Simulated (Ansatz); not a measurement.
Species: trichloro(ethoxy)germane, C2H5Cl3GeO (charge 0, singlet). 
Structure (B3LYP-D3(BJ)/def2-TZVP (Ansatz, an electronic-structure program) minimum search):
```xyz
12

C     -3.5336    -1.1126    -0.2987
C     -2.0370    -1.1983    -0.4951
O     -1.4430    -0.0381     0.1194
Ge     0.2920     0.1897     0.0813
Cl     0.9997     0.2935    -1.9419
Cl     0.6937     2.0136     1.0995
Cl     1.2932    -1.4420     1.0511
H     -4.0182    -1.9789    -0.7535
H     -3.7804    -1.0940     0.7632
H     -3.9300    -0.2092    -0.7628
H     -1.6349    -2.1038    -0.0314
H     -1.7847    -1.2179    -1.5593
```

Basis-set convergence of Hartree-Fock and CCSD(T) correlation energies (hartree) with Ansatz. Correlated levels leave the core frozen unless marked. No spin-orbit coupling. Frozen are the shells of the preceding noble gas and the d and f shells that filled before the atom's block. No relativistic terms.

```csv
basis,functions,E(HF),"E(corr, CCSD(T))"
def2-SVP,153,-3606.71998,-1.04826
def2-TZVPP,337,-3607.64318,-1.38252
def2-QZVPP,620,-3607.73021,-1.48817
```

Extrapolating the two largest sets (X = 3 and 4) as X^-3: E(corr) = (64·(-1.48817) - 27·(-1.38252))/37 = -1.5653 Eh, an estimate of the basis-set limit. The largest set recovers 95.1 % of it, the smallest 67.0 %.
